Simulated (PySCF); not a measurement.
Gas-phase reaction: W₂O₆ + 4 WF₆ = 6 WOF₄

Computed with PySCF and rigid-rotor harmonic-oscillator thermochemistry at 1 bar. † marks an energy on the PBE0/def2-TZVP geometry and frequencies; other levels use their own. MP2 freezes the core. All species are closed-shell singlets. B3LYP is the form with VWN-RPA correlation. W: scalar-relativistic def2 core potential, no spin-orbit coupling. W₂O₆: computed as isolated molecules; such fragments, hydroxides, amides, oligomers or adducts are transient or little studied in the gas. MP2 isn't extrapolated to the basis-set limit; its ΔH°(298 K) is -408.7 kJ in def2-SVP and -372.7 kJ in def2-TZVPP. The harmonic model lacks anharmonicity and excited electronic states, which grow with temperature; levels with a mode under 35 cm⁻¹ are left out. Soft modes under 120 cm⁻¹ make the harmonic entropy rough for W₂O₆, WOF₄.

```csv
level,"ΔE electronic, kJ","ΔH°(298 K), kJ","ΔS°(298 K), J/K","ΔG°(800 K), kJ"
B3LYP/def2-TZVP†,-288,-292,238,-478
BLYP/def2-TZVP†,-284,-288,238,-474
MP2/def2-SVP†,-405,-409,238,-594
MP2/def2-TZVPP†,-369,-373,238,-558
PBE/def2-SVP,-270,-273,227,-450
PBE/def2-TZVP†,-255,-259,238,-445
PBE0/def2-SVP†,-308,-312,238,-498
r2SCAN/def2-TZVP†,-228,-232,238,-418
```
ΔH° is lowest at MP2/def2-SVP† and highest at r2SCAN/def2-TZVP†. No reference value is set beside these.
